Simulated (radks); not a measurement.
Values are calculated unless marked as measured or tabulated.
Radial electron density D(r) = 4 pi r^2 rho(r) of an atom or ion with 11 electrons. Code: a radial shooting solver on a logarithmic mesh with Libxc functionals. Model: Dirac Kohn-Sham, PBE, spin-unpolarised, spherical densities, finite nucleus; Fermi nuclear charge, rms radius of each element as measured or else 0.836 A^(1/3) + 0.57 fm.

```
   r/bohr * D(r) (the largest magnitude, 44.3, reaches the edge; | marks zero)
 0.002114 | *
 0.002365 | *
 0.002645 |  *
 0.002958 |  *
 0.003283 |   *
 0.003672 |    *
 0.004107 |     *
 0.004593 |      *
 0.005138 |       *
 0.005701 |         *
 0.006377 |          *
 0.007132 |             *
 0.007978 |               *
 0.008852 |                 *
 0.009901 |                    *
  0.01107 |                        *
  0.01239 |                           *
  0.01385 |                               *
  0.01537 |                                  *
   0.0172 |                                      *
  0.01923 |                                         *
  0.02151 |                                            *
  0.02387 |                                              *
   0.0267 |                                                *
  0.02986 |                                                 *
   0.0334 |                                                 *
  0.03736 |                                                *
  0.04146 |                                               *
  0.04637 |                                            *
  0.05186 |                                          *
  0.05801 |                                        *
  0.06437 |                                      *
    0.072 |                                      *
  0.08053 |                                       *
  0.09007 |                                          *
   0.1007 |                                              *
   0.1118 |                                                 *
    0.125 |                                                    *
   0.1399 |                                                      *
   0.1564 |                                                     *
   0.1736 |                                                  *
   0.1942 |                                            *
   0.2172 |                                    *
   0.2429 |                           *
   0.2717 |                   *
   0.3015 |             *
   0.3372 |        *
   0.3771 |      *
   0.4218 |    *
   0.4681 |   *
   0.5236 |  *
   0.5856 |  *
    0.655 | *
   0.7326 |*
   0.8129 *
   0.9093 *
    1.017 *
    1.138 *
    1.262 *
    1.412 *
```

What is the nuclear charge?

Answer. Z = 33. The innermost maximum, from 1s, lies near gamma/Z bohr with gamma = sqrt(1 - (Z/c)^2) = 0.971, here 0.0294 bohr (found: 0.0313), and its height grows with Z. The density is that of the arsenic ion As22+ in [Ne] 3s1; the configuration itself is not fixed sharply by these data, and Z only to about a unit. D(r) has 2 maxima, at r = 0.0313, 0.142 bohr, and minima at 0.0692 bohr, inside which lie 2.12 electrons.
